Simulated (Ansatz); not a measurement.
Ansatz (a first-principles code) input file for C₂H₁₄Si₄, SMILES [SiH3]C[SiH2][SiH2]C[SiH3], PBE-D3(BJ)/def2-SVP. 

Ansatz 0.2 input:
```yaml
crystal:
  periodic: [false, false, false]
  atoms:
    - {symbol: Si, position_ang: [3.67029114, 1.13309887, -0.37061382]}
    - {symbol: C, position_ang: [2.37991904, -0.00532443, 0.39179723]}
    - {symbol: Si, position_ang: [0.62860417, 0.23045379, -0.27642564]}
    - {symbol: Si, position_ang: [-0.86136508, -1.26842894, 0.74992826]}
    - {symbol: C, position_ang: [-2.55993849, -1.27735386, -0.07625832]}
    - {symbol: Si, position_ang: [-3.37504536, 0.41299618, -0.21575618]}
    - {symbol: H, position_ang: [3.74719475, 0.90930812, -1.84719763]}
    - {symbol: H, position_ang: [3.30561085, 2.56278761, -0.12785426]}
    - {symbol: H, position_ang: [5.02377920, 0.88349045, 0.21677049]}
    - {symbol: H, position_ang: [2.68440060, -1.05291587, 0.22573051]}
    - {symbol: H, position_ang: [2.36505459, 0.15387388, 1.48379065]}
    - {symbol: H, position_ang: [0.18492693, 1.64106721, -0.03659156]}
    - {symbol: H, position_ang: [0.61618655, 0.00649247, -1.75901399]}
    - {symbol: H, position_ang: [-1.00503604, -0.88684989, 2.19257159]}
    - {symbol: H, position_ang: [-0.25730726, -2.64087022, 0.71124144]}
    - {symbol: H, position_ang: [-2.45362049, -1.69698832, -1.09138203]}
    - {symbol: H, position_ang: [-3.22376579, -1.95645040, 0.48560686]}
    - {symbol: H, position_ang: [-3.45716880, 1.06716418, 1.12657749]}
    - {symbol: H, position_ang: [-4.75700229, 0.30020807, -0.77603306]}
    - {symbol: H, position_ang: [-2.56792466, 1.29207404, -1.11730628]}
basis:
  gaussian:
    orbitals: def2-SVP
hamiltonian:
  xc: pbe
  dispersion: d3bj
relax: {f_tol: 0.002, max_steps: 200}
```

It prints:

```
WARN ansatz: RAYON_NUM_THREADS=2 ignored (pool sized by the plan → 2); use --threads N
Functional definition: PBE
integrals: 0.14 GiB planned
1912 factors; their error is unknown
mean field: 0.68 GiB planned
mean field evaluation 1: about -33768.1145 eV, gradient 7.2e1 eV
mean field evaluation 2: about -33746.3952 eV, gradient 1.1e2 eV
mean field evaluation 4: about -33781.3579 eV, gradient 2.3e0 eV
mean field evaluation 8: about -33781.3791 eV, gradient 5.4e-2 eV
mean field evaluation 16: about -33781.2341 eV, gradient 1.4e-4 eV
mean field -33781.23414916 eV, -1241.4374572386 hartree, gradient 7.1e-5 eV, S^2 0.000000; 0 other end points of the search recorded, 0 dependent functions left out
the calculation of the forces begins
reference -33781.23420369 eV, -1241.4374592428 hartree; 41, 41 occupied and 129, 129 virtual orbitals, 1912 factors
relax step   1: F+E_penalty+E_count = -33781.78110673 eV  Δ(F+E_penalty+E_count) = +0.000e0 eV  max|allowed force component| = 2.495e-1 eV/Å  Δτ_max = 0.0000 Å  (28 SCF iters, accepted)
these checks for a lower state are left out or cut short: starts, cluster_reference, orbital_swaps, neighbouring_geometries, increment
integrals: 0.14 GiB planned
1912 factors; their error is unknown
mean field: 0.68 GiB planned
mean field -33781.25363987 eV, -1241.4381735089 hartree, gradient 2.6e-5 eV, S^2 0.000000; 0 other end points of the search recorded, 0 dependent functions left out
the calculation of the forces begins
reference -33781.25369457 eV, -1241.4381755192 hartree; 41, 41 occupied and 129, 129 virtual orbitals, 1912 factors
relax step   2: F+E_penalty+E_count = -33781.79774853 eV  Δ(F+E_penalty+E_count) = -1.664e-2 eV  max|allowed force component| = 7.483e-2 eV/Å  Δτ_max = 0.0221 Å  (29 SCF iters, accepted)
these checks for a lower state are left out or cut short: starts, cluster_reference, orbital_swaps, neighbouring_geometries, increment
integrals: 0.14 GiB planned
1912 factors; their error is unknown
mean field: 0.68 GiB planned
mean field evaluation 32: about -33781.2564 eV, gradient 2.7e-5 eV
mean field -33781.25641535 eV, -1241.4382755062 hartree, gradient 2.7e-5 eV, S^2 0.000000; 0 other end points of the search recorded, 0 dependent functions left out
the calculation of the forces begins
reference -33781.25647009 eV, -1241.4382775179 hartree; 41, 41 occupied and 129, 129 virtual orbitals, 1912 factors
relax step   3: F+E_penalty+E_count = -33781.79959383 eV  Δ(F+E_penalty+E_count) = -1.845e-3 eV  max|allowed force component| = 1.314e-2 eV/Å  Δτ_max = 0.0074 Å  (30 SCF iters, accepted)
these checks for a lower state are left out or cut short: starts, cluster_reference, orbital_swaps, neighbouring_geometries, increment
integrals: 0.14 GiB planned
1912 factors; their error is unknown
mean field: 0.68 GiB planned
mean field -33781.25678205 eV, -1241.4382889822 hartree, gradient 6.6e-6 eV, S^2 0.000000; 0 other end points of the search recorded, 0 dependent functions left out
the calculation of the forces begins
reference -33781.25683681 eV, -1241.4382909945 hartree; 41, 41 occupied and 129, 129 virtual orbitals, 1912 factors
relax step   4: F+E_penalty+E_count = -33781.79961749 eV  Δ(F+E_penalty+E_count) = -2.366e-5 eV  max|allowed force component| = 6.287e-3 eV/Å  Δτ_max = 0.0046 Å  (23 SCF iters, accepted)
these checks for a lower state are left out or cut short: starts, cluster_reference, orbital_swaps, neighbouring_geometries, increment
integrals: 0.14 GiB planned
1912 factors; their error is unknown
mean field: 0.68 GiB planned
mean field -33781.25667893 eV, -1241.4382851924 hartree, gradient 1.6e-5 eV, S^2 0.000000; 0 other end points of the search recorded, 0 dependent functions left out
the calculation of the forces begins
reference -33781.25673368 eV, -1241.4382872044 hartree; 41, 41 occupied and 129, 129 virtual orbitals, 1912 factors
relax step   5: F+E_penalty+E_count = -33781.79964616 eV  Δ(F+E_penalty+E_count) = -2.867e-5 eV  max|allowed force component| = 1.374e-3 eV/Å  Δτ_max = 0.0028 Å  (22 SCF iters, accepted)
integrals: 0.14 GiB planned
1912 factors; their error is unknown
mean field: 0.68 GiB planned
mean field -33781.25667893 eV, -1241.4382851924 hartree, gradient 1.5e-5 eV, S^2 0.000000; 1 other end points of the search recorded, 0 dependent functions left out
the calculation of the forces begins
reference -33781.25673368 eV, -1241.4382872044 hartree; 41, 41 occupied and 129, 129 virtual orbitals, 1912 factors
Total energy: -33781.79970091 eV, -1241.4582408823 hartree
Atom 0 at     3.689423     1.140171    -0.373413 Å, force    -0.001155    -0.000358    -0.000388 eV/Å
Atom 1 at     2.394327    -0.006586     0.397450 Å, force    -0.000610    -0.000536     0.000662 eV/Å
Atom 2 at     0.632126     0.229729    -0.276714 Å, force     0.001374     0.000596    -0.000497 eV/Å
Atom 3 at    -0.865095    -1.273351     0.751118 Å, force    -0.000029    -0.000173     0.000016 eV/Å
Atom 4 at    -2.575998    -1.285553    -0.078005 Å, force    -0.000097     0.000085    -0.000039 eV/Å
Atom 5 at    -3.393739     0.416645    -0.216800 Å, force     0.000027    -0.000180    -0.000263 eV/Å
Atom 6 at     3.763765     0.913598    -1.859752 Å, force    -0.000083    -0.000070    -0.000176 eV/Å
Atom 7 at     3.320654     2.578921    -0.129000 Å, force    -0.000361     0.000177     0.000046 eV/Å
Atom 8 at     5.054279     0.891689     0.214926 Å, force     0.000166     0.000273    -0.000245 eV/Å
Atom 9 at     2.701148    -1.061786     0.231966 Å, force    -0.000085     0.000125     0.000019 eV/Å
Atom 10 at     2.379033     0.155286     1.496882 Å, force    -0.000011    -0.000126     0.000673 eV/Å
Atom 11 at     0.187383     1.650843    -0.038041 Å, force     0.000009    -0.000037    -0.000350 eV/Å
Atom 12 at     0.623737     0.003624    -1.769239 Å, force    -0.000077    -0.000177     0.000109 eV/Å
Atom 13 at    -1.010991    -0.891923     2.204114 Å, force    -0.000037    -0.000025    -0.000039 eV/Å
Atom 14 at    -0.256854    -2.655606     0.712650 Å, force    -0.000026    -0.000000     0.000061 eV/Å
Atom 15 at    -2.470309    -1.709091    -1.099969 Å, force     0.000200     0.000127    -0.000187 eV/Å
Atom 16 at    -3.243034    -1.969030     0.490177 Å, force     0.000312    -0.000027     0.000058 eV/Å
Atom 17 at    -3.476820     1.072818     1.135602 Å, force     0.000099    -0.000043     0.000240 eV/Å
Atom 18 at    -4.785380     0.305695    -0.781587 Å, force     0.000124     0.000403    -0.000120 eV/Å
Atom 19 at    -2.579862     1.301738    -1.122781 Å, force     0.000260    -0.000035     0.000419 eV/Å
Dipole moment:    -0.058863    -0.247035     0.057133 e Å
```

The run converged.
